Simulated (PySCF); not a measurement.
C₅H₇F. Atoms are numbered in the order given.

```xyz
13

C      0.9539     2.0791     0.0000
C      0.8700     0.7388     0.0000
C     -0.3757    -0.0297     0.0000
C     -1.7018     0.6816     0.0000
C     -0.3462    -1.3734     0.0000
F      0.7990    -2.0712     0.0000
H      0.0689     2.7207     0.0000
H      1.9243     2.5810     0.0000
H      1.7900     0.1474     0.0000
H     -2.5425    -0.0273     0.0000
H     -1.8020     1.3294     0.8866
H     -1.8020     1.3294    -0.8866
H     -1.2290    -2.0188     0.0000
```

Geometry optimised at B3LYP-D3(BJ)/def2-SVP. Other conformers were not sampled.

Method: PBE/def2-TZVP (PySCF).

ESP charges are fitted to the potential on shells at 1.4 to 2.0 van der Waals radii. Atomic charges (e):

```csv
atom,meta-Löwdin,Mulliken,ESP fit,Löwdin
C1,-0.27,-0.27,-0.46,-0.20
C2,-0.11,-0.14,-0.11,-0.17
C3,-0.02,(withheld),0.27,-0.22
C4,-0.34,(withheld),-0.72,-0.26
C5,0.13,(withheld),-0.14,-0.26
F6,-0.24,-0.16,-0.12,0.19
H7,0.12,0.12,0.19,0.12
H8,0.13,0.12,0.19,0.12
H9,0.13,(withheld),0.14,0.15
H10,0.12,0.12,0.18,0.13
H11,0.13,0.13,0.21,0.13
H12,0.13,0.13,0.21,0.13
H13,0.12,(withheld),0.17,0.13
```

Problem. Some entries are withheld; supply them. (The exact figures need the calculation; the answer reports its results.)

Solution. 
- C3, Mulliken: 0.08
- C4, Mulliken: -0.39
- C5, Mulliken: 0.04
- H9, Mulliken: 0.11
- H13, Mulliken: 0.10

Computed Mayer and Wiberg (Löwdin basis) orders of the bonds:
| bond | Mayer | Wiberg |
|---|---|---|
| C1–C2 | 1.85 | 2.09 |
| C2–C3 | 1.10 | 1.25 |
| C3–C4 | 0.96 | 1.22 |
| C3–C5 | 1.71 | 1.86 |
| C5–F6 | 1.10 | 1.76 |
| C1–H7 | 0.94 | 0.89 |
| C1–H8 | 0.96 | 0.89 |
| C2–H9 | 0.95 | 0.81 |
| C4–H10 | 0.96 | 0.89 |
| C4–H11 | 0.96 | 0.89 |
| C4–H12 | 0.96 | 0.89 |
| C5–H13 | 0.99 | 0.87 |
